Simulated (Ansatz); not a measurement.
A structure relaxed at PBE0-D4/def2-TZVP, charge 0, multiplicity 2:

```xyz
3

B     0.1986   -0.3924   -0.2804
Br   -0.9684   -0.0839    1.1449
H     0.7698    0.4763   -0.8645
```

Question: Give its formula and SMILES.

Answer: BBrH, `[BH]Br`.

Question: Point group (tolerance 0.08 Å, 0.16 Å for H)?

Answer: Cs.

Question: Summarise the bond lengths by kind.

Answer: 1 × B–Br 1.868 Å; 1 × B–H 1.193 Å.

Program: Ansatz 0.2.0.
